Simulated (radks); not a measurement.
Polarisability of neutral fluorine, [He] 2s2 2p5, at imaginary frequency. Calculated with a radial shooting solver on a logarithmic mesh with Libxc functionals: scalar-relativistic Kohn-Sham, LB94 model potential, spin-polarised, spherical densities, finite nucleus; open shells are filled with parallel spins first; Fermi nuclear charge, rms radius 2.8976 fm. Response by self-consistent Sternheimer equations with the Hartree and adiabatic LDA kernel, the relativistic mass of each level held fixed and spin-orbit coupling left out.

w (hartree)  alpha1(iw) (bohr^3)
0.00266                    3.543
0.0143                     3.542
0.0360                     3.536
0.0697                     3.517
0.118                      3.470
0.186                      3.370
0.280                      3.183
0.413                      2.875
0.605                      2.430
0.892                      1.878
1.35                       1.292
2.12                      0.7620
3.59                      0.3618
6.94                      0.1228
17.5                     0.02305

Static values: alpha1 = 3.543 bohr^3 (0.5250 angstrom^3; uncoupled 4.174). C6 = 9.256, triple-dipole C9 = 23.15 atomic units. One-pole (London) frequency 4 C6 / (3 alpha1^2) = 0.983 hartree, against 0.646 for minus the highest occupied eigenvalue. Recommended static value: 3.74 bohr^3 (Schwerdtfeger and Nagle, 2023 table).
